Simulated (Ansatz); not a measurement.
Two members of one family (AlSb nanocrystals, H-capped) that differ in charge, which shifts all levels, computed with Ansatz in the gas phase; def2 core potentials for Sb, no spin–orbit coupling. The two geometries come from different levels. Levels of anions in sets without diffuse functions are rough. The structures are stationary points that may keep the symmetry of their start.

First: Al5Sb4H16⁻, cut from zinc blende (singlet, charge -1, r2SCAN-D4/def2-SVP geometry).

```xyz
25

Al   -2.110   -1.537    2.126
Al    1.327    1.362    2.776
Al    1.861   -2.190   -0.074
Al   -1.654   -0.981   -2.762
Al    1.783    1.917   -2.112
Sb    0.544   -1.105    2.039
Sb   -2.779   -0.502   -0.316
Sb    0.960    2.647    0.391
Sb    0.931   -0.634   -2.099
H    -2.855   -0.655    3.238
H    -2.455   -3.097    2.002
H     0.342    2.038    3.844
H     2.910    1.421    3.022
H     1.340   -3.689   -0.297
H     3.431   -1.926    0.100
H    -1.981   -2.523   -3.054
H    -2.200    0.140   -3.769
H     3.384    1.995   -2.046
H     0.999    2.834   -3.166
H     1.079   -2.044    3.363
H    -4.470   -0.655   -0.491
H    -2.804    1.192   -0.127
H     1.410    4.278    0.617
H    -0.708    2.980    0.272
H     1.717   -1.266   -3.478
```

| level | HOMO (eV) | LUMO (eV) | gap (eV) |
| --- | --- | --- | --- |
| PBE-D4/def2-SVP | -3.11 | 0.56 | 3.67 |
| PBE0-D4/def2-SVP | -4.08 | 1.19 | 5.26 |

Second: Al4Sb5H16⁺, cut from zinc blende, disc (singlet, charge 1, PBE-D4/def2-SVP geometry).

Cartesian coordinates in Å:
```
Al -1.6282 -0.7832 2.0515
Al -0.2054 3.3006 -0.2412
Al 3.1265 -0.5307 0.9418
Al -0.2953 -1.0340 -2.5122
Sb 0.9918 -1.2702 2.5071
Sb -1.7353 1.8696 1.5409
Sb -1.9030 -1.7985 -0.4567
Sb -0.5812 1.6517 -2.4084
Sb 2.1459 -1.4881 -1.4423
H -2.6701 -1.3647 3.1018
H 1.2939 3.0072 0.2136
H -0.9543 4.6721 -0.5363
H 4.3742 -1.4271 1.3557
H 2.9786 1.0516 0.8086
H -0.6277 -1.7488 -3.8933
H 1.2453 -0.6987 4.0994
H 1.0401 -2.9413 2.8690
H -1.6054 2.5897 3.0871
H -3.4026 2.1714 1.3045
H -3.5309 -1.6106 -0.9439
H -1.8854 -3.5048 -0.3577
H -2.1082 1.9239 -3.1297
H 0.3729 2.2173 -3.7098
H 2.3345 -3.1847 -1.5522
H 3.2294 -1.0699 -2.6974
```

Estimate the same table for the second.


| level | HOMO (eV) | LUMO (eV) | gap (eV) |
| --- | --- | --- | --- |
| PBE-D4/def2-SVP | -9.72 | -5.72 | 4.00 |
| PBE0-D4/def2-SVP | -10.72 | -5.07 | 5.65 |
